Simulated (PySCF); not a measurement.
A PySCF script (with the pyscf-properties extension) for the NMR shieldings of SMILES CC[P@H](=O)C(C)C, C5H13OP, on a GFN2-xTB geometry:

```python
import basis_set_exchange as bse
import numpy as np
from pyscf import gto, dft
from pyscf.prop import nmr

atoms = """
C     3.011415   -0.063085   -0.216213
C     1.655927   -0.516093    0.307151
P     0.354683    0.342553   -0.662167
O     0.442575    1.803435   -0.620726
C    -1.289160   -0.340978   -0.169129
C    -2.301618    0.188170   -1.176151
C    -1.597875    0.129860    1.244850
H     3.080240    1.021551   -0.156328
H     3.132576   -0.352919   -1.259332
H     3.822437   -0.499796    0.363499
H     1.535970   -0.222277    1.353514
H     1.537595   -1.597049    0.227630
H     0.534855   -0.187374   -1.945458
H    -1.254855   -1.433362   -0.208964
H    -2.049618   -0.144673   -2.182636
H    -3.306303   -0.155121   -0.935848
H    -2.291624    1.276805   -1.164445
H    -1.492493    1.212868    1.296858
H    -0.914008   -0.317812    1.964532
H    -2.615868   -0.134023    1.526630
"""
names = dict.fromkeys(["C", "P", "O", "H"], "pcSseg-1")
basis = {el: gto.basis.parse(bse.get_basis(n, elements=[el], fmt="nwchem")) for el, n in names.items()}
mol = gto.M(atom=atoms, basis=basis, charge=0, verbose=0)
mf = dft.RKS(mol, xc="PBE0")
mf.grids.level = 2
mf.grids.alignment = dft.numint.BLKSIZE   # the property module wants whole blocks of grid points
mf.conv_tol = 1e-9
mf.kernel()

calc = nmr.RKS(mf)   # GIAO
C = mf.mo_coeff
Co = C[:, mf.mo_occ > 0]
resp = mf.gen_response(singlet=True, hermi=2)
def vind(x):   # induced exchange potential for any number of trial vectors
    d = np.einsum("pi,xij,qj->xpq", C, 2 * x.reshape(-1, C.shape[1], Co.shape[1]), Co, optimize=True)
    return np.einsum("xpq,pi,qj->xij", resp(d - d.transpose(0, 2, 1)), C, Co, optimize=True).ravel()
mo1, _ = nmr.rhf.solve_mo1(calc, with_cphf=vind)
sigma = calc.kernel(mo1)
for i, s in enumerate(sigma):   # ppm
    print("%2d %-2s %9.2f" % (i, mol.atom_pure_symbol(i), np.trace(s) / 3))
```

Q: Give the expected output.

A: 
```
 0 C     177.44
 1 C     160.90
 2 P     304.43
 3 O     277.61
 4 C     153.40
 5 C     168.03
 6 C     172.57
 7 H      29.87
 8 H      30.73
 9 H      30.29
10 H      29.99
11 H      30.82
12 H      24.91
13 H      30.58
14 H      30.51
15 H      30.53
16 H      30.05
17 H      30.13
18 H      30.69
19 H      30.72
```

These numbers come from an equivalent density-fitted implementation of the same equations, which agrees with the script to about 0.01 ppm for H and up to a few tenths of a ppm for heavy atoms, so last digits may differ.

Q: Turn these shieldings into chemical shifts. Shifts are taken against calculated references (same method and geometry level): 13C (σ = 186.93 ppm), 1H (σ = 31.72 ppm) vs TMS; 31P (σ = 318.38 ppm) against H3PO4; 17O (σ = 336.08 ppm) vs H2O.

A: Averaging equivalent atoms: C 4: 33.5; C 1: 26.0; C 5: 18.9; C 6: 14.4; C 0: 9.5; P 2: 13.9; O 3: 58.5; H 12: 6.81; H 10: 1.72; H 7/8/9: 1.42; H 14/15/16: 1.35; H 17/18/19: 1.20; H 13: 1.14; H 11: 0.90 ppm. Experimental scales use liquid or dissolved standards, which lie at an offset from isolated H2O (liquid H2O: subtract about 36 ppm) and H3PO4.

Size and cost of the density-fitted run: 191 basis functions, roughly 110 core-seconds.
